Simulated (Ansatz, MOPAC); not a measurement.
Species: C₃H₁₁BN (charge +1, singlet). SMILES: CB(C)[NH2+]C

Atoms: C1, N2, B3, C4, C5, H6, H7, H8, H9, H10, H11, H12, H13, H14, H15, H16. Bonds: C1-N2, C1-H6, C1-H7, C1-H8, N2-B3, N2-H9, N2-H10, B3-C4, B3-C5, C4-H11, C4-H12, C4-H13, C5-H14, C5-H15, C5-H16.

Bond lengths (Å) and angles (degrees) optimised at AM1 with MOPAC; PM3 with MOPAC; HF/3-21G with Ansatz (a quantum-chemistry and plane-wave program); MP2/6-31G* with Ansatz, each started from the B3LYP-D3(BJ)/def2-TZVP structure (Ansatz) of the last column. A row stands for all coordinates that are equal there; 11 of 38 kinds are shown. 6-31G* holds six Cartesian d functions. No wavenumbers were computed at MP2/6-31G*, so these may be saddle points.

```csv
coordinate,AM1,PM3,HF/3-21G,MP2/6-31G*,B3LYP-D3(BJ)/def2-TZVP
C1-N2,1.478,1.502,1.549,1.515,1.515
C1-H6,1.123,1.104,1.078,1.089,1.087
C1-H7,1.124,1.104,1.078,1.089,1.086
N2-B3,1.543,1.638,1.591,1.573,1.570
N2-H9,1.019,1.003,1.017,1.028,1.021
B3-C4,1.531,1.498,1.558,1.547,1.539
C4-H11,1.110,1.098,1.088,1.095,1.094
C4-H12,1.116,1.105,1.084,1.091,1.089
C1-N2-B3,113.4,106.7,110.2,109.4,110.2
N2-B3-C4,117.3,115.9,115.3,115.2,115.2
N2-B3-C5,117.1,116.0,116.2,116.5,116.2
```

Mean signed difference of all 15 bond lengths from B3LYP-D3(BJ)/def2-TZVP: AM1 0.009 Å, PM3 0.003 Å, HF/3-21G 0.002 Å, MP2/6-31G* 0.003 Å.
